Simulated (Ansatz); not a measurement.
Pt3W. Total charge 0; triplet. Geometry PBE-D4/def2-SVP; atoms count from 1.

```xyz
4

W     0.134    0.406   -0.328
Pt    1.640   -1.146    0.498
Pt   -1.087   -1.448   -0.986
Pt   -0.687    2.188    0.816
```

In the def2 sets Pt, W take a core potential; there is no spin–orbit coupling. At PBE0-D4/def2-TZVP a singlet of charge 0 lies 0.12 eV below the triplet, each at its own geometry. The structure comes from a short search, and lower isomers may exist.

Estimate the Mulliken populations from the PBE0/def2-TZVP orbitals of Ansatz.


| atom | charge (e) | spin (α − β) | d electrons |
| --- | --- | --- | --- |
| W1 | -0.03 | 1.12 | 4.01 |
| Pt2 | 0.08 | 0.47 | 8.90 |
| Pt3 | 0.08 | 0.47 | 8.90 |
| Pt4 | -0.13 | -0.05 | 8.79 |
Mulliken values depend strongly on the basis.

Where does the spin sit?

Summed by element: W 1.12, Pt 0.88, of 2 unpaired in all. Largest on single atoms: W1 1.12, Pt3 0.47, Pt2 0.47.

And the Mayer bond orders between heavy atoms (over 0.3)?

W1–Pt2 1.94 (2.31 Å); W1–Pt3 1.94 (2.31 Å); W1–Pt4 2.32 (2.27 Å); Pt2–Pt3 0.35 (3.12 Å).
